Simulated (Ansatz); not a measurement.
A run for Ansatz (an electronic-structure program): U-CCSD(T)/cc-pV(T+d)Z on F2H2Si (SMILES F[SiH2]F), a point of a bond scan (R = 1.432 Å). Files ending in .json are basis or fitting sets from the Basis Set Exchange.

Ansatz 0.2 input:
```yaml
crystal:
  periodic: [false, false, false]
  atoms:
    - {symbol: Si, position_ang: [0.22395286, -0.14590633, 0.36051960]}
    - {symbol: F, position_ang: [-0.78325496, -0.87037280, -0.35548681]}
    - {symbol: F, position_ang: [0.40909919, 1.26754447, -0.34742940]}
    - {symbol: H, position_ang: [1.48976880, -0.88621093, 0.26168676]}
    - {symbol: H, position_ang: [-0.25049912, 0.07882097, 1.73329117]}
basis:
  gaussian:
    orbitals: cc-pV_T+d_Z.json
correlation: {method: ccsd_t, electrons: outside_noble_gas}
scf: {omitted_lower_state_checks: [cluster_reference]}
magnetization: {spin_polarized: true, initial_magnetization: 0}
```

Program output:

```
WARN ansatz: RAYON_NUM_THREADS=2 ignored (pool sized by the plan → 2); use --threads N
Functional definition: HF
these checks for a lower state are left out or cut short: cluster_reference
integrals: 0.35 GiB planned
761 factors; integrals over basis functions are off by at most 1.1e-3 eV
mean field: 0.36 GiB planned
mean field evaluation 1: about -13309.6505 eV, gradient 2.4e1 eV
mean field evaluation 2: about -13309.6552 eV, gradient 2.4e1 eV
mean field evaluation 4: about -13311.5241 eV, gradient 1.3e0 eV
mean field evaluation 8: about -13311.5364 eV, gradient 3.1e-5 eV
mean field -13311.53636547 eV, -489.1899385474 hartree, gradient 1.4e-6 eV, S^2 0.000000; 0 other end points of the search recorded, 0 dependent functions left out
7 core orbitals not correlated
reference -13311.53636547 eV, -489.1899385474 hartree; 10, 10 occupied and 110, 110 virtual orbitals, 761 factors
second order -16.90411796 eV of doubles, -0.00000000 eV of singles
coupled cluster: 0.94 GiB planned
cycle   1  -16.89600836 eV  change    8.1e-3 eV  update   7.7e-2
cycle   2  -17.22758641 eV  change   -3.3e-1 eV  update   2.1e-2
cycle   3  -17.30361824 eV  change   -7.6e-2 eV  update   1.0e-2
cycle   4  -17.29478560 eV  change    8.8e-3 eV  update   1.9e-3
cycle   5  -17.29369106 eV  change    1.1e-3 eV  update   8.1e-4
cycle   6  -17.29407971 eV  change   -3.9e-4 eV  update   2.1e-4
cycle   7  -17.29402893 eV  change    5.1e-5 eV  update   7.5e-5
cycle   8  -17.29401552 eV  change    1.3e-5 eV  update   1.7e-5
perturbative correction -0.45643913 eV, -0.0167738285 hartree
Total energy: -13329.28682011 eV, -489.8422557240 hartree
Checks for a lower state left out: cluster_reference
```

Self-consistency was reached.

Cost: roughly 18 core-seconds.
